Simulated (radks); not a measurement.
Question: The chlorine ion Cl10+ is in [He] 2s2 2p3. All-electron calculation, scalar-relativistic Kohn-Sham, PBEsol, spin-polarised, spherical densities, finite nucleus; Fermi nuclear charge, rms radius of each element as measured or else 0.836 A^(1/3) + 0.57 fm. Program: a radial shooting solver on a logarithmic mesh with Libxc functionals. Open shells are filled with parallel spins first. One electron is removed from 2p, 2s, 1s in turn, with full relaxation. Which removal costs least, and what does each cost?

Answer: 2p 531.34 eV; 2s 555.18 eV; 1s 3197.8 eV. The 2p electron leaves first.
